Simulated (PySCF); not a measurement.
Isomers of C6H11N2PSi, one GFN2-xTB conformer each. Single-point energies are computed at PBE0/pcSseg-1 (PySCF, gas phase, no added dispersion term), electronic only.

Task: Rank them by PBE0/pcSseg-1 energy, lowest first (kJ/mol).
A. `[NH2:1][P:2]([CH2:3][SiH3:4])[c:5]1[cH:6][cH:7][cH:8][cH:9][n:10]1` with H–N1–P2–C3 105° and -21°, N1–P2–C3–Si4 154°, N1–P2–C5–C6 44°
B. `[CH3:1][NH:2][Si@H:3]([PH2:4])[c:5]1[cH:6][cH:7][cH:8][cH:9][n:10]1` with C1–N2–Si3–P4 -52°, N2–Si3–P4–H 176° and 84°, N2–Si3–C5–C6 118°

Result: B (0.0), A (39.9).

GFN2-xTB itself gives, in the same order: 5.3, 0.0. GFN2-xTB puts NP(C[SiH3])c1ccccn1 lowest instead.

Task: Which frontier levels, dipoles and rotational constants go with these structures?

Result: 
```tsv
SMILES	HOMO (eV, PBE0/pcSseg-1)	LUMO (eV)	dipole (D)	A, B, C (MHz)
CN[Si@H](P)c1ccccn1	-6.60	-1.01	1.07	1724, 605.1, 481.1
NP(C[SiH3])c1ccccn1	-6.70	-1.23	4.01	1371, 937.7, 588.5
```
